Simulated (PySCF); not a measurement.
NbSFCl2, SMILES [Cl][Nb]([F])([Cl])=[S], multiplicity 1.

Coordinates come from a PBE-D3(BJ)/def2-SVP optimisation. The multiplicity is an assumed one; no other spin state was optimised. The structure was generated by enumeration; whether it is a known compound was not checked. The def2 effective core potentials stand for the cores of Nb; spin–orbit coupling is left out.

Computed with PySCF 2.14.0 with TDDFT-CAM-B3LYP/def2-SVPD.

Vertical excitations. Gas-phase values at a fixed geometry. State labels are in the subgroup Cs.

```csv
state,symmetry,energy (eV),λ (nm),f,main pairs
S1,A",3.36,369,0.000,"HOMO→LUMO 55 %, HOMO−1→LUMO+1 41 %"
S2,A',3.62,343,0.001,"HOMO−1→LUMO 58 %, HOMO→LUMO+1 40 %"
S3,A",3.64,341,0.005,"HOMO−1→LUMO+1 54 %, HOMO→LUMO 42 %"
S4,A',4.03,307,0.019,"HOMO→LUMO+1 45 %, HOMO−1→LUMO 30 %, HOMO→LUMO+2 15 %"
S5,A",4.45,279,0.000,"HOMO−1→LUMO+2 65 %, HOMO−2→LUMO+1 25 %"
S6,A',4.48,277,0.001,"HOMO−2→LUMO 73 %, HOMO→LUMO+2 17 %"
S7,A",4.55,272,0.000,"HOMO−2→LUMO+1 64 %, HOMO−1→LUMO+2 20 %"
S8,A',4.71,263,0.006,"HOMO→LUMO+2 40 %, HOMO−1→LUMO+3 27 %, HOMO−2→LUMO 20 %"
S9,A",4.77,260,0.003,HOMO→LUMO+3 79 %
S10,A",4.98,249,0.003,HOMO→LUMO+4 85 %
T1,A',2.88,431,0,"HOMO→LUMO+1 60 %, HOMO−1→LUMO 23 %"
T2,A",3.10,400,0,"HOMO→LUMO 47 %, HOMO−1→LUMO+1 43 %"
T3,A',3.13,396,0,"HOMO−1→LUMO 64 %, HOMO→LUMO+1 25 %"
T4,A",3.36,369,0,"HOMO−1→LUMO+1 49 %, HOMO→LUMO 48 %"
```
Triplets are in the Tamm–Dancoff approximation, which puts them higher than full response would, so one can lie above its singlet here.
